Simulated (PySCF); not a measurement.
# S²⁺ (sulfur, charge +2) across methods

[Ne] 3s2 3p2, high-spin 3P determinant. All numbers are calculated (PySCF 2.14, the non-relativistic Hamiltonian (point nucleus), in aug-cc-pwCVDZ (6s5p3d, 36 functions)).

```json
{"method": "PBE0", "E (hartree)": "-396.7295", "mean ε 3s α (eV)": "-42.475", "mean ε 3s β (eV)": "-39.074", "mean ε 3p α (eV)": "-30.554", "Σ⟨r²⟩ (bohr²)": "15.07", "⟨S²⟩": "2.004"}
{"method": "revPBE", "E (hartree)": "-396.8010", "mean ε 3s α (eV)": "-40.178", "mean ε 3s β (eV)": "-37.579", "mean ε 3p α (eV)": "-28.932", "Σ⟨r²⟩ (bohr²)": "15.06", "⟨S²⟩": "2.003"}
{"method": "LDA", "E (hartree)": "-395.4759", "mean ε 3s α (eV)": "-40.150", "mean ε 3s β (eV)": "-37.857", "mean ε 3p α (eV)": "-28.845", "Σ⟨r²⟩ (bohr²)": "15.09", "⟨S²⟩": "2.001"}
{"method": "PBE", "E (hartree)": "-396.6953", "mean ε 3s α (eV)": "-40.192", "mean ε 3s β (eV)": "-37.669", "mean ε 3p α (eV)": "-28.935", "Σ⟨r²⟩ (bohr²)": "15.07", "⟨S²⟩": "2.003"}
{"method": "BLYP", "E (hartree)": "-396.8838", "mean ε 3s α (eV)": "-39.942", "mean ε 3s β (eV)": "-37.691", "mean ε 3p α (eV)": "-28.681", "Σ⟨r²⟩ (bohr²)": "15.07", "⟨S²⟩": "2.002"}
{"method": "r2SCAN", "E (hartree)": "-396.8350", "mean ε 3s α (eV)": "-40.976", "mean ε 3s β (eV)": "-37.777", "mean ε 3p α (eV)": "-29.435", "Σ⟨r²⟩ (bohr²)": "15.08", "⟨S²⟩": "2.006"}
{"method": "CAM-B3LYP", "E (hartree)": "-396.8815", "mean ε 3s α (eV)": "-43.990", "mean ε 3s β (eV)": "-40.772", "mean ε 3p α (eV)": "-31.919", "Σ⟨r²⟩ (bohr²)": "15.09", "⟨S²⟩": "2.003"}
{"method": "UHF", "E (hartree)": "-396.32511", "mean ε 3s α (eV)": "-48.507", "mean ε 3s β (eV)": "-41.853", "mean ε 3p α (eV)": "-34.695", "Σ⟨r²⟩ (bohr²)": "15.21", "⟨S²⟩": "2.011"}
```

Estimate the same row for B97-3.

E (hartree) = -396.8238; mean ε 3s α (eV) = -42.491; mean ε 3s β (eV) = -39.240; mean ε 3p α (eV) = -30.443; Σ⟨r²⟩ (bohr²) = 15.03; ⟨S²⟩ = 2.003.
